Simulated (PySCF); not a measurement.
Spectrum to structure. Level of theory: TDDFT B3LYP/def2-SVPD, vertical, gas phase, core orbitals frozen in the response in PySCF 2.14.0, density-fitted response routines. Geometries: PBE0-D3(BJ)/def2-SVP, one conformer each.

```
state  ν̃ (cm⁻¹)       f  main configurations (H = HOMO, L = LUMO)
   S1      47830  0.0037                               H→L+1 (97%)
   S2      48560   0.190                                 H→L (94%)
   S3      51680   0.013                               H→L+2 (97%)
   S4      53180   0.041                               H→L+3 (83%)
   S5      55260  0.0002                  H→L+4 (76%), H→L+5 (10%)
   S6      56310   0.013     H-1→L (59%), H→L+5 (19%), H→L+4 (12%)
   S7      57650   0.019                  H→L+5 (63%), H-1→L (25%)
   S8      59430  0.0008                H-1→L+1 (80%), H→L+6 (17%)
   S9      60980   0.010                H→L+6 (68%), H-1→L+1 (18%)
  S10      63820   0.092              H-1→L+2 (68%), H-1→L+3 (11%)
```

Orbital energies (eV): HOMO-3 -9.63, HOMO-2 -9.51, HOMO-1 -7.89, HOMO -6.45, LUMO 0.09, LUMO+1 0.48, LUMO+2 0.85.

Question: Which structure fits? All have the formula C3H8Si.
A. `[SiH3]C1CC1`
B. `C[C@H]1C[SiH2]1`
C. `C=CC[SiH3]`

Answer: B. Its S1, at 5.93 eV, is the lowest among the candidates; the nearest of the others has S1 at 6.38 eV. S1 is HOMO→LUMO+1 (97%). Löwdin shares by element: HOMO carbon 53%, silicon 30% (atoms not listed hold the other 17%); LUMO silicon 38%, hydrogen 23% or more, carbon 14% or more (atoms not listed hold the other 25%). At the same level the other candidates give, for their lowest levels:
- `[SiH3]C1CC1`: 7.56 eV (f 0.002); 7.59 eV (f 0.012); 8.07 eV (f 0.009); 8.08 eV (f 0.025); 8.12 eV (f 0.012); T1 7.36 eV; HOMO -8.12, LUMO 0.39 eV
- `C=CC[SiH3]`: 6.38 eV (f 0.005); 6.65 eV (f 0.401); 7.06 eV (f 0.027); 7.27 eV (f 0.048); 7.33 eV (f 0.010); T1 4.26 eV; HOMO -7.00, LUMO -0.20 eV
Triplets come from the Tamm–Dancoff approximation.
